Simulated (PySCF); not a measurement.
Simulated C 1s region for `CC[C@@H]1C[C@@H]1S(=O)(=O)[O-]`, binding energy against the vacuum level.

Every computed line was given a Gaussian of 1.0 eV full width at half maximum and an area set by the number of equivalent atoms; the highest printed point is 100. Method used: delta-SCF UKS SCAN, pcX-2 on the ionised atom, pcseg-1 elsewhere, spin-free X2C in PySCF 2.14.0.

binding energy (eV), intensity and a bar:
```
    285.0          0 
    285.1          0 
    285.2          0 
    285.3          1 
    285.4          1 
    285.5          3 #
    285.6          5 #
    285.7          8 ##
    285.8         13 ####
    285.9         20 ######
    286.0         29 #########
    286.1         40 ############
    286.2         53 ################
    286.3         66 ####################
    286.4         79 ########################
    286.5         90 ###########################
    286.6         97 #############################
    286.7        100 ##############################
    286.8         98 #############################
    286.9         91 ###########################
    287.0         80 ########################
    287.1         67 ####################
    287.2         53 ################
    287.3         40 ############
    287.4         29 #########
    287.5         20 ######
    287.6         13 ####
    287.7          8 ##
    287.8          4 #
    287.9          2 #
    288.0          1 
    288.1          1 
    288.2          0 
    288.3          0
```

Count the maxima, the lines and the sites behind this envelope.

The curve has 1 maximum (at 286.7 eV). Under it lie 5 lines from 5 inequivalent carbon sites. At this width some lines have no maximum of their own.

Decompose the envelope and assign each component. Numbering: `[CH3:1][CH2:2][C@@H:3]1[CH2:4][C@@H:5]1[S:6](=[O:7])(=[O:8])[O-:9]`.

```tsv
position (eV)	relative area	line	atoms	environment
286.47	1	C 1s	C5	sp3 carbon bound to sulfur
286.71	1	C 1s	C1	methyl carbon
286.71	1	C 1s	C2	chain CH2 carbon
286.74	1	C 1s	C4	three-membered-ring carbon
286.86	1	C 1s	C3	three-membered-ring carbon
```

What are the centre and the root-mean-square width of the whole band?

The area-weighted mean of the lines is 286.70 eV. Their own spread about it is 0.13 eV (rms) and each Gaussian has σ = 1.0/2.355 = 0.42 eV; the variances add, which gives 0.44 eV.

Lowest listed C 1s: C5, bonded to S, 2 C and H. Highest, 0.39 eV above it: C3, bonded to 3 C and H. Summing the Pauling electronegativity differences to the bonded atoms, each weighted by its formal bond order, gives -0.32 for the lowest site and -0.35 for the highest; the largest sum, -0.32, belongs to C5, 0.39 eV below the top. The smallest sum, -1.05, belongs to C1, 0.24 eV above the lowest. The values 286.71, 286.71 and 286.74 eV lie too close for their order to be trusted.

The curve has no shake-up lines and no vibrational structure. The species carries charge -1, so core ionisation leaves a neutral species. The basis sets have no added diffuse functions. Geometry: PBE0-D3(BJ)/def2-SVP, one conformer, isolated ion.

The values belong to the conformer `[CH3:1][CH2:2][C@@H:3]1[CH2:4][C@@H:5]1[S:6](=[O:7])(=[O:8])[O-:9]`: C1–C2–C3–C4 152°, C4–C5–S6–O7 -27°.
